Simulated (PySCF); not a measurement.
tert-butyl acetate, C6H12O2.
Atom-mapped SMILES: `[CH3:1][C:2](=[O:3])[O:4][C:5]([CH3:6])([CH3:7])[CH3:8]` (hydrogens: H9, H10, H11 on C1; H12, H13, H14 on C6; H15, H16, H17 on C7; H18, H19, H20 on C8)

The same species was optimised twice, with GFN2-xTB and with PBE0-D3(BJ)/def2-SVP (PySCF), and the same property calculations (PySCF, gas phase) were run on both structures.

| coordinate | GFN2-xTB | PBE0-D3(BJ)/def2-SVP | change |
| --- | --- | --- | --- |
| C5–C6 (Å) | 1.529 | 1.521 | -0.008 |
| C1–C2 (Å) | 1.511 | 1.505 | -0.006 |
| C2–O4 (Å) | 1.329 | 1.335 | +0.006 |
| C5–C7 (Å) | 1.528 | 1.524 | -0.004 |
| C5–C8 (Å) | 1.528 | 1.524 | -0.004 |
| O4–C5 (Å) | 1.452 | 1.455 | +0.003 |
| C2=O3 (Å) | 1.204 | 1.205 | +0.001 |
| O4–C5–C6 (°) | 104.2 | 103.0 | -1.2 |
| C7–C5–C8 (°) | 111.2 | 112.1 | +0.9 |
| C1–C2–O4 (°) | 110.2 | 111.1 | +0.9 |
| O3–C2–O4 (°) | 125.9 | 125.1 | -0.8 |
| C6–C5–C7 (°) | 110.5 | 110.7 | +0.2 |
| O4–C5–C8 (°) | 110.1 | 110.0 | -0.1 |
| C6–C5–C8 (°) | 110.6 | 110.7 | +0.1 |
| C2–O4–C5 (°) | 121.7 | 121.8 | +0.1 |
| C1–C2–O4–C5 (°) | -179 | -179 | 0 |
| C2–O4–C5–C6 (°) | 180 | 180 | 0 |

Rotational constants: A = 3327, B = 1452, C = 1310 MHz (GFN2-xTB) against A = 3324, B = 1449, C = 1311 MHz (PBE0-D3(BJ)/def2-SVP).

On the GFN2-xTB structure: HOMO (eV) -7.65 [PBE0/pcSseg-1]; LUMO (eV) 0.49 [PBE0/pcSseg-1]; dipole (D) 1.91 [PBE0/pcSseg-1]; GIAO shielding of C1 (ppm) 161.9 [PBE0/pcSseg-1]; GIAO shielding of C2 (ppm) 10.8 [PBE0/pcSseg-1]; GIAO shielding of O3 (ppm) -107.0 [PBE0/pcSseg-1]; GIAO shielding of O4 (ppm) 82.9 [PBE0/pcSseg-1]; GIAO shielding of C5 (ppm) 106.3 [PBE0/pcSseg-1]; GIAO shielding of C6/C7/C8 (mean) (ppm) 158.1 [PBE0/pcSseg-1].

What do these properties become on the PBE0-D3(BJ)/def2-SVP structure?

```json
{"property": "HOMO (eV)", "level": "PBE0/pcSseg-1", "on GFN2-xTB": "-7.65", "on PBE0-D3(BJ)/def2-SVP": "-7.65", "change": "0.00"}
{"property": "LUMO (eV)", "level": "PBE0/pcSseg-1", "on GFN2-xTB": "0.49", "on PBE0-D3(BJ)/def2-SVP": "0.46", "change": "-0.03"}
{"property": "dipole (D)", "level": "PBE0/pcSseg-1", "on GFN2-xTB": "1.91", "on PBE0-D3(BJ)/def2-SVP": "1.87", "change": "-0.04"}
{"property": "energy, GFN2-xTB geometry as zero (kcal/mol)", "level": "PBE0/pcSseg-1", "on GFN2-xTB": "0.0", "on PBE0-D3(BJ)/def2-SVP": "-0.5", "change": "-0.5"}
{"property": "GIAO shielding of C1 (ppm)", "level": "PBE0/pcSseg-1", "on GFN2-xTB": "161.9", "on PBE0-D3(BJ)/def2-SVP": "161.2", "change": "-0.7"}
{"property": "GIAO shielding of C2 (ppm)", "level": "PBE0/pcSseg-1", "on GFN2-xTB": "10.8", "on PBE0-D3(BJ)/def2-SVP": "10.4", "change": "-0.4"}
{"property": "GIAO shielding of O3 (ppm)", "level": "PBE0/pcSseg-1", "on GFN2-xTB": "-107.0", "on PBE0-D3(BJ)/def2-SVP": "-109.7", "change": "-2.7"}
{"property": "GIAO shielding of O4 (ppm)", "level": "PBE0/pcSseg-1", "on GFN2-xTB": "82.9", "on PBE0-D3(BJ)/def2-SVP": "78.0", "change": "-4.9"}
{"property": "GIAO shielding of C5 (ppm)", "level": "PBE0/pcSseg-1", "on GFN2-xTB": "106.3", "on PBE0-D3(BJ)/def2-SVP": "106.4", "change": "+0.1"}
{"property": "GIAO shielding of C6/C7/C8 (mean) (ppm)", "level": "PBE0/pcSseg-1", "on GFN2-xTB": "158.1", "on PBE0-D3(BJ)/def2-SVP": "156.1", "change": "-2.0"}
```

The heavy atoms differ by 0.009 Å rms after alignment. Among bonds between heavy atoms C5–C6 changes most (-0.008 Å). Changes are differences of the printed values. Neither structure is proved a minimum here.

Conformer computed: `[CH3:1][C:2](=[O:3])[O:4][C:5]([CH3:6])([CH3:7])[CH3:8]`: C1–C2–O4–C5 -179°, C2–O4–C5–C6 180°.
